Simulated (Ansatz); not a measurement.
`FC#[C][GeH2][SiH3]` + H₂ → `FC#[C][GeH3]` + SiH₄  (hydrogenolysis of a Ge–Si bond)

Gas-phase electronic energies from Ansatz, PBE0-D4/def2-TZVP geometries. CBS: MP2 limit from def2 TZ/QZ plus the TZ coupled-cluster correction, frozen cores. This one scheme is used for every species. DFT in def2-TZVPP. For Ge outer-core shells are correlated without core-valence functions, which leaves a few kJ/mol of doubt a bond. Scalar relativity is left out up to krypton.

Question: Is it downhill or uphill in electronic energy at CCSD(T)/CBS, and by how much? (Estimate.)

Answer: Ansatz gave: Nearly level: ΔE = -2.0 kJ/mol.

Question: What do these levels give: LDA (SPW92), B97M-V, r2SCANh-D4, revPBE, r2SCANh, r2SCAN0, CAM-B3LYP, MP2/def2-SVP, CCSD(T)/def2-SVP, CCSD(T)/def2-TZVPP, HF/CBS(def2), CCSD/CBS(def2)? (Estimate.)

Answer: Ansatz gave: LDA (SPW92) 2.1, B97M-V -9.8, r2SCANh-D4 0.0, revPBE -0.2, r2SCANh -1.8, r2SCAN0 -3.9, CAM-B3LYP -16.8, MP2/def2-SVP -16.4, CCSD(T)/def2-SVP -19.9, CCSD(T)/def2-TZVPP -6.2, HF/CBS(def2) -34.3, CCSD/CBS(def2) -6.8 kJ/mol.

Largest T1 diagnostic among the species: 0.013.

Leaving LDA and LC-ωPBE aside and taking each functional with its dispersion term where it has one, the values, not all of them listed here, spread over 19.6 kJ/mol, from CAM-B3LYP-D4 to revPBE-D4. In def2-TZVPP, CCSD(T) changes the Hartree–Fock value by +27.1 kJ/mol (the triples alone add +4.8 kJ/mol) and MP2 by +30.6 kJ/mol.
